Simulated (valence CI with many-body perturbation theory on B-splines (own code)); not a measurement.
## Br XXIX: electric-dipole lines

Method: configuration interaction combined with many-body perturbation theory (CI+MBPT): five valence electrons over a frozen Dirac-Fock core [He], a basis of 9 s, 9 p, 8 d, 6 f, 3 g, 1 h functions for each j, with the one-electron correlation potential Σ1 (screened to all orders), the two-electron term Σ2, the three-electron term Σ3, Breit, model QED; selected single and double excitations, second order for the rest (own B-spline code, finite nucleus).

No measured spectrum was set against this ion. As an estimate, large intervals hold to a few tenths of a per cent, small ones and those within an open d or f shell to about a per cent. Among the levels kept, up to 1500 cm⁻¹ of a level comes from second order outside the variational space, and about a tenth of that is noise between levels of different J, which matters for small intervals.

Lines 151 to 200 of 286 in falling wavelength, among levels below 146.20 Ry, chosen from the strongest by gf and those to the six lowest levels. Wavelengths and rates use the calculated energies. Electric multipoles are in the length gauge, E1 and E2 with the static RPA response of the core. Weak lines are less certain than strong ones. Lines between different terms over intervals too small for the method are left out, as are lines whose strength nearly cancels. The highest levels of a list are the least certain.

Levels are named by their leading jj configuration (3d3/2^4 stands for four electrons in 3d with j = 3/2), which in mixed levels can hold well under half, so a name can repeat and another be missing. Letters in brackets count levels of one name in rising energy.

```csv
λ vac (Å),Upper,Lower,A (s⁻¹),S (a.u.)
7.050,(2s 2p1/2^2 2p3/2 3s) J=3/2 [b],(2s 2p1/2^2 2p3/2^2) J=3/2,4.08e+12,2.82e-03
7.046,(2s^2 2p3/2^2 3s) J=3/2,(2s^2 2p3/2^3) J=3/2,8.43e+12,5.82e-03
7.034,(2s^2 2p1/2 2p3/2 3s) J=5/2,(2s^2 2p1/2 2p3/2^2) J=5/2,2.60e+12,2.68e-03
7.026,(2s^2 2p1/2 2p3/2 3s) J=3/2 [a],(2s^2 2p1/2 2p3/2^2) J=3/2,1.98e+12,1.36e-03
7.021,(2s^2 2p1/2^2 3s) J=1/2,(2s^2 2p1/2^2 2p3/2) J=3/2,6.59e+12,2.25e-03
7.019,(2s^2 2p1/2 2p3/2 3s) J=3/2 [b],(2s^2 2p1/2 2p3/2^2) J=5/2,5.90e+12,4.02e-03
7.007,(2s^2 2p1/2 2p3/2 3s) J=1/2,(2s^2 2p1/2 2p3/2^2) J=3/2,7.83e+12,2.66e-03
6.986,(2s^2 2p1/2 2p3/2 3s) J=5/2,(2s^2 2p1/2 2p3/2^2) J=3/2,1.18e+11,1.19e-04
6.983,(2s^2 2p3/2^2 3p3/2) J=3/2 [a],(2s 2p1/2^2 2p3/2^2) J=5/2,3.43e+11,2.31e-04
6.971,(2s^2 2p1/2 2p3/2 3s) J=3/2 [b],(2s^2 2p1/2 2p3/2^2) J=3/2,1.47e+12,9.81e-04
6.963,(2s^2 2p3/2^2 3s) J=1/2,(2s^2 2p3/2^3) J=3/2,3.77e+12,1.25e-03
6.935,(2s 2p1/2^2 2p3/2 3s) J=3/2 [b],(2s 2p1/2^2 2p3/2^2) J=5/2,6.32e+11,4.16e-04
6.921,(2s^2 2p1/2^2 3d3/2) J=3/2,(2s^2 2p1/2 2p3/2^2) J=1/2,1.03e+11,6.71e-05
6.915,(2s^2 2p1/2 2p3/2 3d3/2) J=3/2 [a],(2s^2 2p3/2^3) J=3/2,5.66e+11,3.70e-04
6.909,(2s^2 2p1/2 2p3/2 3d3/2) J=5/2 [a],(2s^2 2p3/2^3) J=3/2,3.74e+10,3.65e-05
6.907,(2s^2 2p1/2 2p3/2 3d3/2) J=1/2 [a],(2s^2 2p3/2^3) J=3/2,3.86e+11,1.25e-04
6.907,(2s 2p1/2 2p3/2^2 3s) J=5/2 [a],(2s 2p1/2^2 2p3/2^2) J=5/2,4.41e+12,4.31e-03
6.888,(2s^2 2p3/2^2 3s) J=3/2,(2s^2 2p1/2 2p3/2^2) J=1/2,5.30e+10,3.42e-05
6.879,(2s^2 2p1/2 2p3/2 3d5/2) J=5/2 [a],(2s^2 2p3/2^3) J=3/2,2.39e+11,2.31e-04
6.878,(2s^2 2p1/2 2p3/2 3d5/2) J=3/2 [a],(2s^2 2p3/2^3) J=3/2,1.80e+11,1.16e-04
6.870,(2s 2p1/2 2p3/2^2 3s) J=3/2,(2s 2p1/2^2 2p3/2^2) J=5/2,6.80e+11,4.35e-04
6.862,(2s^2 2p1/2 2p3/2 3s) J=3/2 [a],(2s^2 2p1/2^2 2p3/2) J=3/2,2.67e+12,1.70e-03
6.859,(2s^2 2p1/2^2 3d3/2) J=3/2,(2s^2 2p1/2 2p3/2^2) J=5/2,4.20e+10,2.68e-05
6.854,(2s 2p1/2 2p3/2^2 3s) J=7/2,(2s 2p1/2^2 2p3/2^2) J=5/2,6.48e+12,8.24e-03
6.850,(2s^2 2p1/2 2p3/2 3d3/2) J=5/2 [b],(2s^2 2p3/2^3) J=3/2,1.12e+11,1.06e-04
6.845,(2s^2 2p1/2 2p3/2 3s) J=1/2,(2s^2 2p1/2^2 2p3/2) J=3/2,9.21e+11,2.92e-04
6.841,(2s^2 2p3/2^2 3s) J=5/2,(2s^2 2p1/2 2p3/2^2) J=5/2,3.51e+12,3.33e-03
6.836,(2s^2 2p1/2 2p3/2 3d3/2) J=1/2 [b],(2s^2 2p3/2^3) J=3/2,7.02e+10,2.21e-05
6.828,(2s^2 2p3/2^2 3s) J=3/2,(2s^2 2p1/2 2p3/2^2) J=5/2,1.81e+12,1.14e-03
6.828,(2s^2 2p1/2^2 3d5/2) J=5/2,(2s^2 2p1/2 2p3/2^2) J=5/2,1.98e+11,1.87e-04
6.825,(2s^2 2p1/2 2p3/2 3s) J=5/2,(2s^2 2p1/2^2 2p3/2) J=3/2,3.92e+12,3.69e-03
6.816,(2s 2p1/2 2p3/2^2 3s) J=5/2 [b],(2s 2p1/2^2 2p3/2^2) J=5/2,5.08e+11,4.77e-04
6.815,(2s^2 2p1/2 2p3/2 3d5/2) J=3/2 [b],(2s^2 2p3/2^3) J=3/2,6.70e+11,4.19e-04
6.814,(2s^2 2p1/2 2p3/2 3d5/2) J=1/2,(2s^2 2p3/2^3) J=3/2,1.69e+12,5.29e-04
6.814,(2s^2 2p1/2^2 3d3/2) J=3/2,(2s^2 2p1/2 2p3/2^2) J=3/2,9.91e+11,6.19e-04
6.811,(2s^2 2p1/2 2p3/2 3s) J=3/2 [b],(2s^2 2p1/2^2 2p3/2) J=3/2,7.16e+11,4.46e-04
6.809,(2s^2 2p3/2^2 3s) J=1/2,(2s^2 2p1/2 2p3/2^2) J=1/2,5.29e+12,1.65e-03
6.796,(2s^2 2p3/2^2 3s) J=5/2,(2s^2 2p1/2 2p3/2^2) J=3/2,3.01e+12,2.80e-03
6.783,(2s^2 2p3/2^2 3s) J=3/2,(2s^2 2p1/2 2p3/2^2) J=3/2,7.02e+11,4.32e-04
6.783,(2s^2 2p1/2^2 3d5/2) J=5/2,(2s^2 2p1/2 2p3/2^2) J=3/2,7.26e+11,6.71e-04
6.771,(2s 2p1/2^2 2p3/2 3p1/2) J=5/2,(2s^2 2p3/2^3) J=3/2,2.48e+10,2.28e-05
6.763,(2s^2 2p1/2 2p3/2 3d3/2) J=3/2 [a],(2s^2 2p1/2 2p3/2^2) J=1/2,1.85e+12,1.13e-03
6.756,(2s^2 2p1/2 2p3/2 3d3/2) J=1/2 [a],(2s^2 2p1/2 2p3/2^2) J=1/2,1.99e+12,6.07e-04
6.728,(2s^2 2p1/2 2p3/2 3d5/2) J=3/2 [a],(2s^2 2p1/2 2p3/2^2) J=1/2,2.18e+12,1.31e-03
6.706,(2s^2 2p3/2^2 3s) J=1/2,(2s^2 2p1/2 2p3/2^2) J=3/2,5.47e+10,1.63e-05
6.705,(2s^2 2p1/2 2p3/2 3d3/2) J=3/2 [a],(2s^2 2p1/2 2p3/2^2) J=5/2,2.54e+12,1.51e-03
6.700,(2s^2 2p1/2 2p3/2 3d3/2) J=5/2 [a],(2s^2 2p1/2 2p3/2^2) J=5/2,6.84e+11,6.10e-04
6.695,(2s^2 2p1/2 2p3/2 3d3/2) J=3/2 [b],(2s^2 2p1/2 2p3/2^2) J=1/2,1.15e+12,6.78e-04
6.694,(2s^2 2p1/2 2p3/2 3d5/2) J=7/2 [a],(2s^2 2p1/2 2p3/2^2) J=5/2,1.87e+12,2.22e-03
6.688,(2s 2p1/2^2 2p3/2 3p3/2) J=5/2,(2s^2 2p3/2^3) J=3/2,7.80e+10,6.91e-05
```
